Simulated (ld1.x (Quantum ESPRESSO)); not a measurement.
Se (Z = 34): PAW pseudisation with LDA (PZ), scalar-relativistic reference atom.

```
Element                 : Se (Z = 34)
Generator               : ld1.x (Quantum ESPRESSO) 7.5
Type                    : PAW
Functional              : LDA (PZ)
Relativity              : scalar-relativistic
Frozen core             : [Ar]
Valence charge          : 16
Reference configuration : 3d10 4s2 4p3 (charge +1)
Partial waves           : 4s (bound): rcut 1.20, rcutus 1.50 bohr; 4s channel at 0.3 Ry: rcut 1.20, rcutus 1.50 bohr; 4p (bound): rcut 1.70, rcutus 1.90 bohr; 4p channel at -0.25 Ry: rcut 1.70, rcutus 1.90 bohr; 3d (bound): rcut 0.50, rcutus 0.60 bohr; 3d channel at 0.1 Ry: rcut 0.50, rcutus 0.60 bohr; 4f channel at 0.05 Ry: rcut 1.54, rcutus 1.64 bohr; 4f channel at 2.45 Ry: rcut 1.54, rcutus 1.64 bohr
Local potential         : all-electron potential smoothed inside 1.45 bohr (lloc = -1)
Core correction         : a·sin(br)/r model core, default radius (core density twice the valence density)
Augmentation charge     : PSQ, inside the norm-conserving radii
```

Poles of the logarithmic derivatives, all-electron (AE) and pseudo (PS). s: poles at -0.1 (AE) and -0.1 (PS) Ry. p: poles at 1.4 (AE) and 1.4 (PS) Ry. d: poles at -4.7, 4.1 (AE) and -4.7, 4.1 (PS) Ry. f: poles at no energy (AE) and no energy (PS) Ry. Test radius 2.05 bohr.

- Cutoffs needed: over 300 Ry and over 300 Ry (the cutoffs (Ry, on a coarse ladder) from which the occupation-weighted sum of valence levels, in a spherical-Bessel basis at the reference potential, stays within 10 and 1 mRy of its value at 400 Ry)
- Ghost test: no extra level below or beside the all-electron valence levels (s, p, d, f tested) (spherical-Bessel basis up to 400 Ry, 20 bohr box)
- Largest excitation error: -269 meV (all-electron minus pseudo) for 3d9 4s2 4p4, out of 7 test configurations
- Lowest eigenvalue of the overlap operator: 0.43 (s channel)
- Density cutoff estimated by the generator: 1966 Ry
